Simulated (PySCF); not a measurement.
# Nuclear quadrupole coupling in `O=CO[C@@H]1[C@H](F)C[SiH2][C@@H]1F`

Compound: C₅H₈F₂O₂Si.
Z-matrix (Å and degrees, GFN2-xTB geometry), rows numbered from 1:
```
O 
C   1  1.1923
O   2  1.3231  1  127.25
C   3  1.4311  2  118.06  1     0.68
C   4  1.5316  3  107.98  2  -125.96
F   5  1.3761  4  110.13  3    62.38
C   5  1.5262  4  108.52  3   -59.32
Si  7  1.9086  5  105.03  4   -32.18
C   4  1.5260  3  107.34  2   120.99
F   9  1.3784  4  110.43  3   -55.78
H   2  1.1028  1  124.77  3  -179.76
H   4  1.0958  3  108.75  2    -3.26
H   5  1.0969  4  109.27  3   178.43
H   7  1.0878  5  110.58  4  -157.10
H   7  1.0898  5  107.86  4    86.15
H   8  1.4567  7  114.17  5   116.48
H   8  1.4631  7  113.32  5  -110.28
H   9  1.0947  4  109.83  3  -172.08
```

Field gradients from the PBE0/pcSseg-1 density (PySCF, non-relativistic), principal values in atomic units, ordered |Vxx| ≤ |Vyy| ≤ |Vzz|:

```tsv
atom	Vxx	Vyy	Vzz
O1	0.5764	1.0080	-1.5844
O3	-0.5205	-1.1336	1.6541
```

Find the asymmetry η = (Vxx − Vyy)/Vzz and the couplings χ = eQV/h (234.96 MHz × Q in barn × V in au), with Q(17O) = −0.0256 b.

| atom | environment | nucleus | η | χzz (MHz) | χxx (MHz) | χyy (MHz) |
| --- | --- | --- | --- | --- | --- | --- |
| O1 | ester carbonyl oxygen | 17O | 0.27 | 9.53 | -3.47 | -6.06 |
| O3 | ester single-bonded oxygen | 17O | 0.37 | -9.95 | 3.13 | 6.82 |

The tensor is traceless: Vxx + Vyy + Vzz = 0.

What is Vzz at O3 in SI units (1 au = 9.71736 × 10²¹ V/m²)?

1.6541 au = 16.073 × 10²¹ V/m².

And the gradient at the other heavy atoms, for which no coupling is worked out here?

| atom | environment | Vzz (au) | η |
| --- | --- | --- | --- |
| C2 | ester carbonyl carbon | -0.416 | 0.96 |
| C4 | sp3 carbon bound to oxygen | 0.464 | 0.20 |
| C5 | sp3 C–F carbon | 0.500 | 0.16 |
| F6 | alkyl fluorine | 3.058 | 0.03 |
| C7 | sp3 carbon bound to silicon | 0.103 | 0.31 |
| Si8 | SiH2 silicon | 0.286 | 0.40 |
| C9 | sp3 C–F carbon | 0.535 | 0.33 |
| F10 | alkyl fluorine | 3.143 | 0.06 |

What couplings would deuterons (Q(2H) = 0.00286 b) have in place of the hydrogens, at this geometry?

```csv
atom,bonded to,bond length (Å),Vzz (au),η,χzz (kHz)
H11,C2,1.103,0.2757,0.04,185
H12,C4,1.096,0.2772,0.08,186
H13,C5,1.097,0.2824,0.07,190
H14,C7,1.088,0.3173,0.04,213
H15,C7,1.090,0.3117,0.03,209
H16,Si8,1.457,0.1672,0.01,112
H17,Si8,1.463,0.1617,0.00,109
H18,C9,1.095,0.2929,0.11,197
```

Geometry: GFN2-xTB, one conformer, isolated molecule. GFN2-xTB bond lengths can be off by several hundredths of an ångström, more for odd bonds, and the gradients follow them. With a basis this small, the couplings can be 20 % off.

The run behind these numbers computed NMR shieldings as well. Hardware: Arm Neoverse V1, one thread, shared host with 32 logical CPUs at a one-minute load of 20. Cost: 50 s wall, 1.0 GiB resident at most.
